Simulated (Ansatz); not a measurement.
Start from `[SiH3][O][InH][Cl]` and change one atom or group to get `[SiH3][O][In]([Cl])[O][SiH3]`.

Ansatz, PBE0-D4/def2-TZVP geometries, multiplicity 1. Each molecule was computed in one conformer, which needn't be the lowest.

Elements past krypton have def2 core potentials.

```
                             property  `[SiH3][O][InH][Cl]`
   LUMO energy (PBE0/def2-TZVPP) / eV                 -1.75
 HOMO–LUMO gap (PBE0/def2-TZVPP) / eV                  6.71
    LUMO energy (PBE/def2-TZVPP) / eV                 -2.53
   HOMO energy (PBE0/def2-TZVPP) / eV                 -8.45
HOMO–LUMO gap (B3LYP/def2-TZVPP) / eV                  6.21
  LUMO energy (B3LYP/def2-TZVPP) / eV                 -2.04
```

Question: Give the same properties after the change, and the shifts. (Estimate.)

Answer: Ansatz gave: 
```csv
property,`[SiH3][O][In]([Cl])[O][SiH3]`,shift
LUMO energy (PBE0/def2-TZVPP) / eV,-2.63,-0.88
HOMO–LUMO gap (PBE0/def2-TZVPP) / eV,6.09,-0.62
LUMO energy (PBE/def2-TZVPP) / eV,-3.55,-1.02
HOMO energy (PBE0/def2-TZVPP) / eV,-8.71,-0.26
HOMO–LUMO gap (B3LYP/def2-TZVPP) / eV,5.56,-0.65
LUMO energy (B3LYP/def2-TZVPP) / eV,-2.94,-0.90
```

With PBE0 the HOMO falls by 0.26 eV and the LUMO falls by 0.88 eV, so the gap narrows by about 0.62 eV. PBE moves the HOMO by -0.23 eV and ωB97M-V by -0.27 eV.

B3LYP here is the variant with VWN-RPA as its local correlation; programs differ in this.
